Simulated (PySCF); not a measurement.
# Radial density of Zr⁺ (zirconium, charge +1)

PBE, [Kr] 4d2 5s1, high-spin 4F determinant. All numbers are calculated (PySCF 2.14, scalar relativity through the core potential, in aug-cc-pVDZ-PP with ECP28MDF (5s5p4d2f, 54 functions)). This is the valence pseudo-density: the core potential removes the inner electrons and smooths the orbitals near the nucleus.

| r (bohr) | 4πr²ρ (e/bohr) | 4πr²(ρα − ρβ) |
| --- | --- | --- |
| 0.0368 | 1.005e-05 | 0.0000 |
| 0.0620 | 3.120e-05 | 0.0000 |
| 0.104 | 0.0001270 | 0.0000 |
| 0.175 | 0.0009528 | 0.0001 |
| 0.295 | 0.01554 | 0.0021 |
| 0.496 | 0.4557 | 0.0409 |
| 0.834 | 5.505 | 0.4018 |
| 1.40 | 7.421 | 0.9572 |
| 2.36 | 1.771 | 1.0012 |
| 3.97 | 0.4030 | 0.3957 |
| 6.68 | 0.02005 | 0.0200 |

Energies and moments cover only the electrons outside the core potential.
